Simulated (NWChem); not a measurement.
boron oxyfluoride (BOF); SMILES O=BF

```xyz
3

F      0.0000     0.0000    -1.2080
B      0.0000     0.0000     0.0862
O      0.0000     0.0000     1.3052
```
Atoms are numbered in this order, from 1.

Results from NWChem. All runs use the structure optimised with PBE-D3(BJ)/def2-SVP. Vertical excitations in the gas phase; the lowest state need not have the same character in each row.

For level PBE/def2-SVP, TDA:

```
Item                                      Value
----------------------------------------  -----
lowest excitation, singlet (eV)            7.77
lowest state with f > 0.02, singlet (eV)   7.77
orbital gap (eV)                           7.52
```

How do the values read with level LRC-wPBEh/def2-SVP, TDA instead?


| Quantity | Result |
|---|---|
| lowest excitation, singlet (eV) | 8.36 |
| lowest state with f > 0.02, singlet (eV) | 8.36 |
| orbital gap (eV) | 13.78 |
